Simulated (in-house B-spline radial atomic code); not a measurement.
Settings and results of a run for I7+. Level of theory: scalar-relativistic (X2C) PBE0, spin-polarised, spherical fractional occupations, Fermi nucleus of rms radius 4.75 fm; calculated with a B-spline radial code for spherical atoms.

Command:
```bash
python run_scf.py task.json out
```
Settings (nuclear radius in fm, mass in u):
```
Z                53
configuration    [Kr] 4d10
hamiltonian      x2c
method           pbe0
spin_polarised   True
nucleus          fermi
rms_radius       4.75
atomic_mass      126.90447
speed_of_light   137.035999084
```

Output (hartree, bohr):
```
 radial grid: 66 intervals, B-splines of order 8, outer radius 13.5065 bohr

 iter        energy (Eh)    residual
    1       -7078.696150    1.18e+00
    2       -7095.665196    6.41e-01
    3       -7103.311488    1.77e-01
    4       -7103.804373    4.34e-02
    5       -7103.824144    2.20e-02
    6       -7103.832548    2.65e-03
    7       -7103.832580    2.02e-04
    8       -7103.832580    4.85e-06
    9       -7103.832580    5.25e-08

 total energy                     -7103.83258
 kinetic                            7531.0515
 electron-nucleus                 -17110.8963
 Hartree                            2656.2331
 exact exchange                      -44.4860
 exchange-correlation               -135.7349

 orbital      occ     eigenvalue          <r>       <r^2>       <1/r>       r_max
 1s up      1.000     -1216.9783    0.0266117 0.000969996     59.7188     0.01681
 1s down    1.000     -1216.9783    0.0266117 0.000969996     59.7188     0.01681
 2s up      1.000      -191.8396     0.116604   0.0160994     13.6011     0.09899
 2s down    1.000      -191.8396     0.116604   0.0160994     13.6011     0.09899
 2p up      3.000      -172.6087     0.102186   0.0127629     12.5236     0.07916
 2p down    3.000      -172.6087     0.102186   0.0127629     12.5236     0.07916
 3s up      1.000       -41.8281     0.313358    0.112361     4.80287      0.2856
 3s down    1.000       -41.8281     0.313358    0.112361     4.80287      0.2856
 3p up      3.000       -35.5404     0.311387    0.112544     4.46996      0.2793
 3p down    3.000       -35.5404     0.311387    0.112544     4.46996      0.2793
 3d up      5.000       -26.0646     0.288252   0.0982878     4.20409      0.2317
 3d down    5.000       -26.0646     0.288252   0.0982878     4.20409      0.2317
 4s up      1.000       -10.2478     0.738191    0.614864     1.91448      0.6805
 4s down    1.000       -10.2478     0.738191    0.614864     1.91448      0.6805
 4p up      3.000        -8.2434     0.786607    0.703276     1.73985       0.714
 4p down    3.000        -8.2434     0.786607    0.703276     1.73985       0.714
 4d up      5.000        -5.2620     0.894424    0.926553       1.473      0.7737
 4d down    5.000        -5.2620     0.894424    0.926553       1.473      0.7737
```

Time taken, with all properties: 0.43 s on 1 thread of Arm Neoverse V1 (shared host).

One-electron X2C: radii and densities carry no picture-change correction, so inner-shell <1/r> comes out high (for 1s by about 2 % at Z = 33, 5 % at 54, 10 % at 75, 30 % at 118) and <r> low.
